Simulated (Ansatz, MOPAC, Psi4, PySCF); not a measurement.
Species: CH$_{2}$N, charge 0, multiplicity 2. SMILES: [CH2][N]
Geometry: optimised at B3LYP-D3(BJ)/def2-TZVP (Ansatz, a quantum-chemistry and plane-wave program).

Wanted: vertical electron affinity to the singlet, in eV. Terms: no dispersion term unless named; frozen cores in correlated levels; non-relativistic; PM7 with its own dispersion and hydrogen-bond terms; each state is the SCF solution reached for its charge and spin; no spin-orbit coupling; UHF or UKS for open shells; 6-311+G** with 5d; six Cartesian d functions in 6-31G* and its kin unless marked 5d. Ab initio and DFT rows: single points at B3LYP-D3(BJ) geometries (Ansatz). Semi-empirical rows: differences of heats of formation at the shared geometry for vertical values. Anions need diffuse functions, which STO-3G, LANL2DZ, def2-SVP, cc-pVDZ and Pople sets without + lack. A UHF reference is markedly spin-contaminated in at least one set, which strains HF and MP2.

```csv
level,program,vertical electron affinity to the singlet (eV)
AM1,MOPAC,0.15
PM7,MOPAC,0.45
MNDO,MOPAC,0.40
HF/6-31G*,Ansatz,-1.87
PBE/6-31G*,Ansatz,-0.57
PBE/6-311+G**,Ansatz,0.36
B3LYP/3-21G,Ansatz,-0.95
B3LYP/6-31G*,Ansatz,-0.53
B3LYP/6-311+G**,Ansatz,0.37
M06-2X/6-31G* (5d),PySCF,-0.42
wB97X-D/6-31G*,Psi4,-0.52
MP2/6-31G*,Ansatz,-0.57
MP2/6-311+G**,Ansatz,0.45
M06-2X/def2-TZVPD,PySCF,0.30
```

No value to compare with is used here. The 13 habitual levels span -1.87 (HF/6-31G*) to 0.45 eV (PM7); M06-2X/def2-TZVPD gives 0.30.

The levels are drawn from those run, B3LYP/6-31G* more often than the rest, none by its result; left out are runs that failed, that the program found above a lower state of the same kind, or whose <S^2> lies over 0.5 above the pure value.
